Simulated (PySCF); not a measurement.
A structure optimised at B3LYP-D3(BJ)/def2-SVP, used in a PySCF frequency run:

```xyz
10

C      2.3308    -1.5629     0.2061
C      1.3192    -0.9551    -0.0919
Si    -0.2206    -0.0707    -0.5448
C     -1.7132    -1.1272    -0.1676
Cl    -0.3265     1.6870     0.5719
H      3.2264    -2.0959     0.4700
H     -0.1536     0.3161    -1.9764
H     -2.6411    -0.5908    -0.4200
H     -1.7377    -1.3854     0.9022
H     -1.6751    -2.0612    -0.7514
```
Charge 0, spin multiplicity 1.

### Question
Write its SMILES and formula.

### Answer
C#C[Si@@H](C)Cl, C3H5ClSi

### Question
What are its rotational constants (standard atomic weights)?

### Answer
3.9600, 2.1801, 1.5428 GHz
